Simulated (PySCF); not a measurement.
Sn(Me)2(Cl)2 (C2H6Cl2Sn), SMILES [CH3][Sn]([CH3])([Cl])[Cl]. Heavy atoms are numbered as in [CH3:1][Sn:2]([CH3:3])([Cl:4])[Cl:5]. Hydrogens are named by the atom that carries them.

Geometry optimised at r2SCAN-D4/def2-SVP. The isomer is the one that the SMILES or the coordinates give; other isomers of the formula were not compared. The def2 effective core potentials stand for the cores of Sn; spin–orbit coupling is left out.

Level of theory: PBE0/def2-TZVP (PySCF).

Atomic charges (e), one atom of each kind:

```csv
atom,Löwdin,Mulliken
C1 (CH3),___,-0.61
Sn2,___,1.01
Cl4,___,-0.39
H on C1,___,0.16
```

**Question.** What belongs in the gaps? (An estimate is asked for; the answer gives what the named calculation found.)

**Answer.** 
- C1 (CH3), Löwdin: -0.51
- Sn2, Löwdin: 0.22
- Cl4, Löwdin: 0.00
- H on C1, Löwdin: 0.13
